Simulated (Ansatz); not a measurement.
Geometry optimisation, DFT r2SCAN-D3(BJ), scalar-relativistic, plane waves, PAW (Ansatz 0.2.0).

Input:

```yaml
crystal:
  lattice:
    - [7.981729, 0.0, 0.0]
    - [0.0, 7.981729, 0.0]
    - [0.0, 0.0, 7.981729]
  atoms:
    - { symbol: H, position: [0.024024, 0.4530491, 0.5473043] }
    - { symbol: H, position: [0.0454021, 0.5090361, 0.4770321] }
    - { symbol: H, position: [0.5917252, 0.8880692, 0.7082373] }
    - { symbol: H, position: [0.6079414, 0.8878759, 0.6173156] }
    - { symbol: H, position: [0.1041186, 0.8451062, 0.9921832] }
    - { symbol: H, position: [0.0788012, 0.7562878, 0.9924665] }
    - { symbol: H, position: [0.1941126, 0.9992442, 0.5338344] }
    - { symbol: H, position: [0.2356913, 0.9936225, 0.4515583] }
    - { symbol: H, position: [0.6922811, 0.6504573, 0.7295394] }
    - { symbol: H, position: [0.7607581, 0.6192683, 0.6759866] }
    - { symbol: O, position: [0.2881852, 0.1216421, -0.1340013] }
    - { symbol: C, position: [0.312677, 0.1475849, 0.0093056] }
    - { symbol: S, position: [0.3452003, 0.182035, 0.1996069] }
    - { symbol: O, position: [0.4293657, 0.60953, 0.0932093] }
    - { symbol: C, position: [0.4593567, 0.6154648, 0.2376912] }
    - { symbol: S, position: [0.4991827, 0.6233458, 0.4295531] }
    - { symbol: O, position: [0.9604926, 1.055169, 0.106709] }
    - { symbol: C, position: [0.9052677, 1.0043393, 0.233895] }
    - { symbol: S, position: [0.8319329, 0.936841, 0.402789] }
    - { symbol: O, position: [0.6408884, 0.3455091, 0.773126] }
    - { symbol: C, position: [0.7036648, 0.3516048, 0.9066613] }
    - { symbol: S, position: [0.7870273, 0.3596996, 1.0839869] }
    - { symbol: O, position: [0.5415036, 0.1581765, 0.6052744] }
    - { symbol: C, position: [0.4335404, 0.257066, 0.6246275] }
    - { symbol: S, position: [0.290173, 0.3883843, 0.6503269] }
basis:
  ecutwfc: 500.0
kpoints:
  mp_grid: { grid: [1, 1, 1] }
hamiltonian:
  xc: r2scan
  dispersion: d3bj
scf:
  occupations: { method: fermi_dirac, width: 0.05 }
  lower_state_search: "off"
relax:
  f_tol: 0.3
  max_steps: 15
  adjacent_minimum: "off"
```

Launched with:

```bash
$ ansatz run input.yaml --threads 1 --pin off --max-ram 3072MiB --backend cpu --events-out ev --progress --plain --runs-dir out
```

Task: Where does it end, and by what steps?

Result: It converged. The threshold is loose, so the end isn't yet a minimum. The force dipped under the threshold on the way, but the program's further checks kept it going. Limits of this set-up: coarse k mesh. After 14 steps the energy has fallen by 2.583 eV; O14 moved furthest, 1.51 Å.

```
step  energy less start (eV)  largest force component (eV/Å)  accepted
   0                  0.0000                           3.441       yes
   1                 -1.0817                           0.913       yes
   2                 -1.6661                           0.721       yes
   3                 -1.9677                           0.556       yes
   4                 -2.1824                           0.641       yes
   5                 -2.3182                           0.425       yes
   6                 -2.4127                           0.193       yes
   7                 -2.4576                           0.376       yes
   8                 -2.4859                           0.566       yes
   9                 -2.5132                           0.717       yes
  10                 -2.5330                           0.793       yes
  11                 -2.5454                           0.770       yes
  12                 -2.5530                           0.559       yes
  13                 -2.5651                           0.334       yes
  14                 -2.5827                           0.162       yes
```

```xyz
25
Lattice="7.9817 0.0000 0.0000 0.0000 7.9817 0.0000 0.0000 0.0000 7.9817" Properties=species:S:1:pos:R:3
H 0.039 4.024 3.409
H 0.179 4.746 3.295
H 4.629 7.184 5.892
H 4.137 7.363 5.365
H 1.052 5.727 8.271
H 1.277 5.175 8.721
H 1.277 7.266 4.477
H 1.677 7.145 3.860
H 6.438 5.309 6.214
H 6.744 5.062 5.583
O 1.812 0.527 -1.111
C 2.205 0.784 -0.052
S 2.737 1.143 1.369
O 4.301 6.032 0.347
C 4.067 5.618 1.403
S 3.752 5.074 2.825
O 7.231 7.686 0.583
C 6.827 7.803 1.663
S 6.278 7.960 3.110
O 5.798 2.013 6.382
C 6.091 2.514 7.387
S 6.485 3.187 8.735
O 3.260 1.855 4.405
C 2.985 2.716 5.127
S 2.615 3.885 6.089
```

Run time: 9.6 min on 1 thread of Arm Neoverse V2, with other jobs on the host, peak memory 1.3 GiB.
